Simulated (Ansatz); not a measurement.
Steps of a relaxation of B$_{2}$Cl$_{2}$H$_{6}$N$_{2}$, SMILES `Cl[B@H-]1[NH2+][B@@H-](Cl)[NH2+]1` with RKS PBE-D4/def2-SVP.

```sh
$ ansatz run in.yaml --threads 4 --pin off --events-out ev --progress --plain --max-ram 11315MiB
```

```yaml
crystal:
  periodic: [false, false, false]
  atoms:
    - {symbol: Cl, position_ang: [-0.907600, -1.843500, -1.506100]}
    - {symbol: B, position_ang: [-0.516700, -0.901300, 0.055200]}
    - {symbol: N, position_ang: [0.955700, -0.569300, 0.109800]}
    - {symbol: B, position_ang: [0.563100, 0.894800, 0.118500]}
    - {symbol: Cl, position_ang: [1.078400, 1.810000, -1.401500]}
    - {symbol: N, position_ang: [-1.012000, 0.572400, 0.040700]}
    - {symbol: H, position_ang: [-0.858100, -1.485700, 1.032500]}
    - {symbol: H, position_ang: [1.556600, -0.819500, -0.744100]}
    - {symbol: H, position_ang: [1.425900, -0.831200, 1.075700]}
    - {symbol: H, position_ang: [0.770000, 1.453500, 1.161100]}
    - {symbol: H, position_ang: [-1.538900, 0.815200, 0.934200]}
    - {symbol: H, position_ang: [-1.439600, 0.849200, -0.842100]}
basis:
  gaussian: {orbitals: def2-SVP}
hamiltonian: {xc: pbe, dispersion: d4}
relax: {f_tol: 0.03, max_steps: 200}
```

Positions (Å) and forces (eV/Å) along the path, 7 of 7 steps:

```xyz
12
step=1 energy=-29453.5535 eV
Cl   -0.908   -1.843   -1.506   -0.087    0.218    0.152
B    -0.517   -0.901    0.055   -1.390   -1.563   -0.683
N     0.956   -0.569    0.110    4.038   -1.329    1.095
B     0.563    0.895    0.118   -0.753    1.934   -0.205
Cl    1.078    1.810   -1.401    0.119   -0.088    0.149
N    -1.012    0.572    0.041   -0.314    0.275    1.348
H    -0.858   -1.486    1.032   -0.366   -0.387    0.633
H     1.557   -0.820   -0.744   -0.811    0.095    1.441
H     1.426   -0.831    1.076   -0.753    0.286   -2.560
H     0.770    1.454    1.161    0.389    0.299    0.338
H    -1.539    0.815    0.934    0.403   -0.053   -1.661
H    -1.440    0.849   -0.842   -0.475    0.313   -0.046
12
step=2 energy=-29453.9926 eV
Cl   -0.963   -1.851   -1.469    0.030    0.032    0.153
B    -0.522   -0.942    0.093   -0.837   -0.853   -0.572
N     0.983   -0.555    0.104    1.688   -0.798    0.732
B     0.545    0.935    0.155   -0.243    0.982   -0.283
Cl    1.125    1.846   -1.341   -0.009    0.033    0.054
N    -1.021    0.552    0.019    0.204    0.304    0.812
H    -0.888   -1.520    1.093   -0.008   -0.036    0.197
H     1.532   -0.804   -0.745   -0.311    0.048    0.406
H     1.502   -0.863    0.967   -0.368    0.178   -0.945
H     0.816    1.494    1.202   -0.056   -0.008    0.086
H    -1.598    0.835    0.834    0.091    0.017   -0.637
H    -1.435    0.817   -0.880   -0.181    0.101   -0.001
12
step=3 energy=-29454.0986 eV
Cl   -0.981   -1.888   -1.442    0.001    0.007    0.065
B    -0.538   -0.973    0.092   -0.111   -0.171    0.114
N     1.008   -0.566    0.108    0.027   -0.006   -0.128
B     0.539    0.962    0.158    0.085    0.173    0.142
Cl    1.128    1.896   -1.312   -0.006   -0.001    0.055
N    -1.001    0.556    0.019   -0.006    0.006   -0.120
H    -0.889   -1.518    1.132    0.033    0.050   -0.109
H     1.508   -0.812   -0.758   -0.026    0.005    0.053
H     1.547   -0.894    0.916    0.045   -0.024    0.000
H     0.788    1.493    1.235   -0.022   -0.048   -0.108
H    -1.618    0.872    0.775   -0.033    0.022   -0.013
H    -1.413    0.818   -0.889    0.013   -0.014    0.051
12
step=4 energy=-29454.1055 eV
Cl   -0.996   -1.913   -1.411   -0.017   -0.028    0.002
B    -0.542   -0.979    0.102    0.021    0.025    0.025
N     1.008   -0.566    0.098   -0.055    0.028    0.017
B     0.541    0.967    0.170    0.022   -0.021    0.005
Cl    1.139    1.924   -1.281    0.015    0.023    0.014
N    -0.998    0.555    0.008   -0.031   -0.011    0.027
H    -0.885   -1.510    1.148    0.022    0.042   -0.027
H     1.491   -0.805   -0.779    0.004    0.001   -0.011
H     1.564   -0.903    0.890    0.032   -0.015   -0.005
H     0.781    1.484    1.250   -0.020   -0.040   -0.024
H    -1.631    0.882    0.746   -0.008    0.004   -0.012
H    -1.396    0.809   -0.907    0.016   -0.008   -0.012
12
step=5 energy=-29454.1119 eV
Cl   -1.027   -1.962   -1.359    0.000   -0.009    0.001
B    -0.543   -0.980    0.115    0.073    0.113   -0.033
N     1.009   -0.565    0.078   -0.098    0.026    0.059
B     0.540    0.969    0.182   -0.004   -0.108   -0.067
Cl    1.166    1.973   -1.224   -0.010   -0.005    0.018
N    -0.997    0.555   -0.012   -0.012   -0.002    0.055
H    -0.868   -1.476    1.179    0.008    0.009    0.035
H     1.469   -0.792   -0.814    0.005    0.007   -0.037
H     1.591   -0.915    0.848   -0.012    0.011   -0.024
H     0.762    1.449    1.279   -0.016   -0.009    0.039
H    -1.652    0.895    0.702    0.035   -0.021   -0.024
H    -1.373    0.794   -0.940    0.031   -0.013   -0.021
12
step=6 energy=-29454.1162 eV
Cl   -1.064   -2.027   -1.278    0.002    0.019    0.040
B    -0.542   -0.976    0.137    0.064    0.069   -0.090
N     1.007   -0.564    0.046    0.017   -0.003    0.094
B     0.539    0.964    0.203   -0.027   -0.061   -0.107
Cl    1.194    2.037   -1.139   -0.006   -0.028    0.046
N    -0.992    0.554   -0.044   -0.084    0.014    0.072
H    -0.837   -1.418    1.235    0.003    0.019   -0.017
H     1.427   -0.769   -0.873   -0.036    0.026    0.027
H     1.625   -0.934    0.779   -0.052    0.032   -0.050
H     0.723    1.391    1.331    0.005   -0.022   -0.016
H    -1.678    0.915    0.631    0.062   -0.036   -0.046
H    -1.325    0.771   -0.995    0.053   -0.029    0.048
12
step=7 energy=-29454.1177 eV
Cl   -1.067   -2.029   -1.271    0.000    0.000   -0.006
B    -0.539   -0.971    0.134   -0.006   -0.012    0.005
N     1.006   -0.563    0.045   -0.011    0.008    0.005
B     0.536    0.960    0.200    0.005    0.012    0.006
Cl    1.197    2.037   -1.132    0.001   -0.001   -0.006
N    -0.993    0.554   -0.044    0.012   -0.008    0.007
H    -0.832   -1.408    1.234   -0.002   -0.001    0.006
H     1.424   -0.764   -0.874    0.007   -0.003   -0.006
H     1.622   -0.931    0.778    0.002   -0.001   -0.006
H     0.721    1.381    1.329    0.002    0.001    0.006
H    -1.677    0.912    0.631   -0.002    0.001   -0.006
H    -1.320    0.768   -0.996   -0.006    0.003   -0.006
```

It took 13 s on 4 threads of an Arm Neoverse V1 on a shared host, with 0.18 GiB of host memory at the peak.
